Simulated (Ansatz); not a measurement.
Mulliken charges of CHF2NSn (`N#[C][SnH]([F])[F]`) from r2SCAN/def2-TZVPP in Ansatz (PBE0-D4/def2-TZVP geometry).

```tsv
atom	x (Å)	y (Å)	z (Å)	charge (e)
N1	1.750	-1.693	1.079	-0.044
C2	0.993	-0.961	0.613	-0.333
Sn3	-0.387	0.414	-0.138	1.330
F4	-1.772	-0.624	-0.907	-0.450
F5	0.466	1.237	-1.615	-0.450
H6	-1.008	1.563	0.922	-0.054
```

By hand: the dipole of these point charges (1 e Å = 4.8032 D).

Σ q r = (-0.280, 0.585, 0.650) e Å, of length 0.918 e Å = 4.41 D.

How does the dipole of the full density compare? (An estimate is asked.)

Ansatz gave: (-0.344, 0.553, 0.364) e Å, 3.58 D; the point charges give 1.23 times that, at 17° from its direction.

Point charges leave out the atoms' own dipoles, such as those of lone pairs, and Mulliken's split depends on the basis, so the two needn't agree.
